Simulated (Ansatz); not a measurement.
Ansatz (an electronic-structure program) input (B3LYP-D3(BJ)/def2-TZVP):

Ansatz 0.2 input:
```yaml
crystal:
  periodic: [false, false, false]
  atoms:
    - {symbol: Ce, position_ang: [-0.16337298, 0.21008641, 0.54969146]}
    - {symbol: F, position_ang: [-1.49454070, -1.14065820, -0.21509093]}
    - {symbol: F, position_ang: [0.02987712, 1.63256277, -0.90653188]}
    - {symbol: F, position_ang: [1.62955865, -0.77317084, 0.55824451]}
basis:
  gaussian:
    orbitals: def2-TZVP
hamiltonian:
  xc: b3lyp
  dispersion: d3bj
magnetization: {spin_polarized: true, initial_magnetization: 1}
relax: {f_tol: 0.002, max_steps: 150}
```

Output:

```
Functional definition: B3LYP
integrals: 0.13 GiB planned
1340 factors; their error is unknown
mean field: 1.40 GiB planned
mean field evaluation 1: about -21069.6070 eV, gradient 7.7e1 eV
mean field evaluation 2: about -18650.2801 eV, gradient 1.0e3 eV
mean field evaluation 4: about -19876.6924 eV, gradient 8.8e2 eV
mean field evaluation 8: about -21090.3203 eV, gradient 3.8e-1 eV
mean field evaluation 16: about -21090.5426 eV, gradient 1.4e-5 eV
mean field evaluation 32: about -21090.4766 eV, gradient 3.4e0 eV
mean field -21090.54260498 eV, -775.0631450499 hartree, gradient 5.5e-8 eV, S^2 0.750947; 6 other end points of the search recorded, 0 dependent functions left out
the calculation of the forces begins
reference -21090.54290654 eV, -775.0631561318 hartree; 29, 28 occupied and 157, 158 virtual orbitals, 1340 factors
relax step   1: F+E_penalty+E_count = -21090.63201021 eV  Δ(F+E_penalty+E_count) = +0.000e0 eV  max|allowed force component| = 7.352e-1 eV/Å  Δτ_max = 0.0000 Å  (328 SCF iters, accepted)
these checks for a lower state are left out or cut short: starts, cluster_reference, orbital_swaps, neighbouring_geometries, increment
integrals: 0.13 GiB planned
1340 factors; their error is unknown
mean field: 1.39 GiB planned
mean field -21090.61874351 eV, -775.0659430890 hartree, gradient 9.7e-6 eV, S^2 0.750917; 0 other end points of the search recorded, 0 dependent functions left out
the calculation of the forces begins
reference -21090.61904652 eV, -775.0659542245 hartree; 29, 28 occupied and 157, 158 virtual orbitals, 1340 factors
relax step   2: F+E_penalty+E_count = -21090.70638494 eV  Δ(F+E_penalty+E_count) = -7.437e-2 eV  max|allowed force component| = 4.038e-1 eV/Å  Δτ_max = 0.0833 Å  (85 SCF iters, accepted)
these checks for a lower state are left out or cut short: starts, cluster_reference, orbital_swaps, neighbouring_geometries, increment
integrals: 0.13 GiB planned
1340 factors; their error is unknown
mean field: 1.38 GiB planned
mean field evaluation 64: about -21090.6329 eV, gradient 1.7e-5 eV
mean field -21090.63292604 eV, -775.0664642877 hartree, gradient 4.4e-8 eV, S^2 0.750821; 0 other end points of the search recorded, 0 dependent functions left out
the calculation of the forces begins
reference -21090.63322443 eV, -775.0664752530 hartree; 29, 28 occupied and 157, 158 virtual orbitals, 1340 factors
relax step   3: F+E_penalty+E_count = -21090.71884791 eV  Δ(F+E_penalty+E_count) = -1.246e-2 eV  max|allowed force component| = 1.980e-1 eV/Å  Δτ_max = 0.1872 Å  (162 SCF iters, accepted)
these checks for a lower state are left out or cut short: starts, cluster_reference, orbital_swaps, neighbouring_geometries, increment
integrals: 0.13 GiB planned
1340 factors; their error is unknown
mean field: 1.38 GiB planned
mean field -21090.64073277 eV, -775.0667511796 hartree, gradient 8.8e-8 eV, S^2 0.750840; 0 other end points of the search recorded, 0 dependent functions left out
the calculation of the forces begins
reference -21090.64103117 eV, -775.0667621457 hartree; 29, 28 occupied and 157, 158 virtual orbitals, 1340 factors
relax step   4: F+E_penalty+E_count = -21090.72721817 eV  Δ(F+E_penalty+E_count) = -8.370e-3 eV  max|allowed force component| = 5.261e-2 eV/Å  Δτ_max = 0.0421 Å  (150 SCF iters, accepted)
these checks for a lower state are left out or cut short: starts, cluster_reference, orbital_swaps, neighbouring_geometries, increment
integrals: 0.13 GiB planned
1340 factors; their error is unknown
mean field: 1.38 GiB planned
mean field evaluation 96: about -21090.6414 eV, gradient 1.6e-5 eV
mean field -21090.64139706 eV, -775.0667755916 hartree, gradient 4.6e-8 eV, S^2 0.750854; 0 other end points of the search recorded, 0 dependent functions left out
the calculation of the forces begins
reference -21090.64169622 eV, -775.0667865857 hartree; 29, 28 occupied and 157, 158 virtual orbitals, 1340 factors
relax step   5: F+E_penalty+E_count = -21090.72807300 eV  Δ(F+E_penalty+E_count) = -8.548e-4 eV  max|allowed force component| = 4.134e-3 eV/Å  Δτ_max = 0.0267 Å  (150 SCF iters, accepted)
these checks for a lower state are left out or cut short: starts, cluster_reference, orbital_swaps, neighbouring_geometries, increment
integrals: 0.13 GiB planned
1340 factors; their error is unknown
mean field: 1.38 GiB planned
mean field -21090.64138578 eV, -775.0667751774 hartree, gradient 7.6e-6 eV, S^2 0.750854; 0 other end points of the search recorded, 0 dependent functions left out
the calculation of the forces begins
reference -21090.64168495 eV, -775.0667861714 hartree; 29, 28 occupied and 157, 158 virtual orbitals, 1340 factors
relax step   6: F+E_penalty+E_count = -21090.72807495 eV  Δ(F+E_penalty+E_count) = -1.958e-6 eV  max|allowed force component| = 1.130e-3 eV/Å  Δτ_max = 0.0008 Å  (60 SCF iters, accepted)
integrals: 0.13 GiB planned
1340 factors; their error is unknown
mean field: 1.38 GiB planned
mean field evaluation 128: about -21090.5860 eV, gradient 3.3e0 eV
mean field -21090.64138578 eV, -775.0667751774 hartree, gradient 7.6e-6 eV, S^2 0.750854; 7 other end points of the search recorded, 0 dependent functions left out
the calculation of the forces begins
reference -21090.64168495 eV, -775.0667861714 hartree; 29, 28 occupied and 157, 158 virtual orbitals, 1340 factors
Total energy: -21090.72837412 eV, -775.0699719396 hartree
Atom 0 at    -0.119253     0.148755     0.400771 Å, force    -0.000298     0.000411     0.001003 eV/Å
Atom 1 at    -1.619029    -1.194418    -0.167388 Å, force    -0.000914    -0.000822    -0.000352 eV/Å
Atom 2 at     0.013341     1.775444    -0.907874 Å, force     0.000082     0.000993    -0.000805 eV/Å
Atom 3 at     1.726464    -0.800961     0.660804 Å, force     0.001130    -0.000582     0.000154 eV/Å
Dipole moment:    -0.264094     0.367660     0.892257 e Å
```

The spin state was set by rule; other spins were not relaxed.
